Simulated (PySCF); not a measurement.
# Diatomic cations of H with the fourth-period p block

PBE0 with triple-zeta basis sets in PySCF, for the lowest determinant that a PBE0 search found; no spin–orbit coupling. De refers to high-spin ground-configuration atoms (the charge goes to the atom of lower measured ionisation energy or higher electron affinity, which is not always the lowest computed limit). A positive dipole points towards H; it is taken about the centre of mass and depends on that origin.

```json
{"M": "Ga", "basis": "cc-pVTZ-PP/cc-pVTZ", "charged atom": "Ga+", "state (unpaired electrons)": "doublet (σ ↑)", "Re (Å)": "1.675", "ωe (cm⁻¹)": "1235", "De (eV)": "0.44", "μ (D)": "0.43"}
{"M": "Ge", "basis": "cc-pVTZ-PP/cc-pVTZ", "charged atom": "Ge+", "state (unpaired electrons)": "singlet (closed shell)", "Re (Å)": "1.589", "ωe (cm⁻¹)": "1995", "De (eV)": "2.98", "μ (D)": "0.37"}
{"M": "As", "basis": "cc-pVTZ-PP/cc-pVTZ", "charged atom": "As+", "state (unpaired electrons)": "doublet (π ↑)", "Re (Å)": "1.535", "ωe (cm⁻¹)": "2187", "De (eV)": "3.07", "μ (D)": "0.75"}
{"M": "Br", "basis": "cc-pVTZ/cc-pVTZ-PP", "charged atom": "Br+", "state (unpaired electrons)": "doublet (π ↑)", "Re (Å)": "1.456", "ωe (cm⁻¹)": "2436", "De (eV)": "4.04", "μ (D)": "1.54"}
```

By what factor does the bond length vary along the series?

At PBE0 it runs from 1.456 Å (HBr⁺) to 1.675 Å (GaH⁺), a factor of 1.15.

The state changes along the series, so neighbouring rows are not always alike in their bonding.

Weak bonds: GaH⁺. Basis-set superposition, not corrected here, can be much of De in a small basis, most of all at correlated wavefunction levels. Spin–orbit coupling is left out. For an ion De counts to the pair picked by the measured ionisation energies or electron affinities, which need not be the lowest pair at this level. States were picked by a PBE0 search and need not be the measured ground states.
